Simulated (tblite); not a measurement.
C8H9O (doublet state).
SMILES with atom numbers: `[O:1]=[C:2]1[CH:3]=[CH:4][C@@H:5]([C@H:6]2[CH:7][CH2:8]2)[CH2:9]1` (hydrogens: H10 on C3; H11 on C4; H12 on C5; H13 on C6; H14 on C7; H15, H16 on C8; H17, H18 on C9)

Structure used (GFN2-xTB), in Å, numbered top down from 1:
```
atom  x, y, z in Å
O1     3.2824    0.1104    1.4489
C2     2.3087    0.0282    0.7413
C3     2.1352   -0.8263   -0.4411
C4     0.9387   -0.6304   -0.9924
C5     0.1037    0.3610   -0.2426
C6    -1.1884   -0.2938    0.2402
C7    -2.3706    0.5091    0.5309
C8    -2.4206   -0.3465   -0.6534
C9     1.0138    0.8101    0.9080
H10    2.9048   -1.4950   -0.7827
H11    0.5520   -1.1261   -1.8673
H12   -0.1633    1.1991   -0.8946
H13   -1.0031   -1.1756    0.8454
H14   -2.5048    1.5625    0.6483
H15   -3.0090   -1.2540   -0.6277
H16   -2.3957    0.1085   -1.6392
H17    1.2278    1.8783    0.8835
H18    0.5795    0.5869    1.8829
```

Calculated harmonic vibrations of the isolated species, GFN2-xTB (tblite), most abundant isotopes, no scaling. The method is semi-empirical: single wavenumbers can be off by several per cent or more. One conformer, not necessarily the lowest. Open shells enter through the occupations alone, without spin polarisation, and single modes of such species can be off by tens of per cent.

Harmonic wavenumbers (cm⁻¹): 40.2, 56.1, 157.8, 224.3, 292.2, 363.2, 398.4, 488.8, 544.8, 608.7, 634.7, 733.4, 798.7, 825.6, 860.8, 877.2, 894.6, 904.7, 945.8, 980.0, 997.2, 1037.7, 1046.6, 1059.1, 1075.2, 1081.5, 1114.9, 1136.2, 1157.0, 1201.4, 1229.5, 1250.5, 1267.3, 1293.8, 1386.5, 1431.4, 1455.1, 1630.8, 1768.9, 2928.7, 2992.6, 2993.8, 3008.6, 3009.3, 3049.2, 3107.2, 3139.2, 3162.1.

A = 4548, B = 992.2, C = 864.1 MHz; mass 121.065 u (most abundant isotopes); point group C1, symmetry number 1; spin multiplicity 2.

Task: What is the zero-point energy?

Result: ½Σν̃ = 31321 cm⁻¹ = 89.55 kcal/mol.

Task: Give the ideal-gas entropy at 400 K and 1 bar in the rigid-rotor, harmonic-oscillator model (classical rotation).

Result: Translation 41.77, rotation 29.68, vibration 31.37, spin (R ln 2) 1.38: S = 104.2 cal/(mol K).

Task: And Cp and H(400 K) − H(0)?

Result: Cp = 44.47 cal/(mol K), of which vibrations give 36.52 (their classical limit is 48 R = 95.4); H(400 K) − H(0) = 9.84 kcal/mol without the zero-point energy, 6.66 from vibrations.

Task: What must be added to the electronic energy to get the Gibbs energy at 400 K and 1 bar?

Result: ZPE + [H(400 K) − H(0)] − T·S = 89.55 + 9.84 − 41.68 = 57.71 kcal/mol.

Task: Which modes carry the vibrational entropy at 400 K?

Result: 40.2 cm⁻¹: 5.83; 56.1 cm⁻¹: 5.17; 157.8 cm⁻¹: 3.14; 224.3 cm⁻¹: 2.47; 292.2 cm⁻¹: 1.98; 363.2 cm⁻¹: 1.59 cal/(mol K); the other 42 give 11.20 together.

Task: How do the functions run with temperature in this model?

Result: 
| T (K) | S (cal/(mol K)) | Cp (cal/(mol K)) | H − H(0) (kcal/mol) | G − H(0) (kcal/mol) | ln q(vib) |
| --- | --- | --- | --- | --- | --- |
| 50 | 59.5 | 12.0 | 0.50 | -2.48 | 0.61 |
| 100 | 68.8 | 15.2 | 1.17 | -5.70 | 1.59 |
| 298.15 | 92.8 | 33.6 | 5.85 | -21.81 | 5.33 |
| 373.15 | 101.2 | 41.7 | 8.68 | -29.08 | 6.85 |
| 500 | 115.1 | 53.4 | 14.75 | -42.81 | 9.54 |
| 750 | 140.0 | 68.9 | 30.21 | -74.78 | 15.01 |
| 1000 | 161.2 | 78.4 | 48.70 | -112.49 | 20.29 |

q(vib) and H(0) count from the zero-point level.

Task: Blend soft modes into free rotors: weight 1/[1 + (100 cm⁻¹/ν̃)⁴] for the oscillator and the rest for a rotor with moment μB/(μ + B), μ = h/(8π²ν), B = 10⁻⁴⁴ kg m². What vibrational entropy results?

Result: 28.26 cal/(mol K) in place of 31.37, which changes −T·S at 400 K by +1.25 kcal/mol.

Hindered rotation and anharmonicity are outside this model. Other conformers, if any are populated, would add a mixing term that is left out. The structure is chiral; the term R ln 2 for an equal mix with its mirror image is left out.
